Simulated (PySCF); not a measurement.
C3H4F2Si, SMILES FC(F)C#C[SiH3]. Heavy atoms are numbered as in [F:1][CH:2]([F:3])[C:4]#[C:5][SiH3:6]. Hydrogens are named by the atom that carries them.

Geometry: PBE-D3(BJ)/def2-SVP. This is a generated structure with no PubChem entry under its InChIKey; it may be hypothetical.

The numbers are results of HF/pcSseg-1 (PySCF), not measurements.

GIAO shieldings, no solvent; atoms alike by connectivity are averaged. δ = σ(ref) − σ: ¹⁹F against CFCl3 (σ = 238.5 ppm); ¹³C against TMS (σ = 192.6 ppm); ²⁹Si against TMS (σ = 393.8 ppm); ¹H against TMS (σ = 31.99 ppm), references at their B3LYP-D3(BJ)/def2-TZVP geometries, non-relativistic.

| nucleus | atoms | count | δ (ppm) |
|---|---|---|---|
| ¹⁹F | F1 | 2 | -95.0 |
| ¹³C | C4 | 1 | 107.8 |
| ¹³C | C2 (CH) | 1 | 97.2 |
| ¹³C | C5 | 1 | 97.2 |
| ²⁹Si | Si6 (SiH3) | 1 | -83.5 |
| ¹H | H on C2 | 1 | 6.32 |
| ¹H | H on Si6 | 3 | 4.52 |
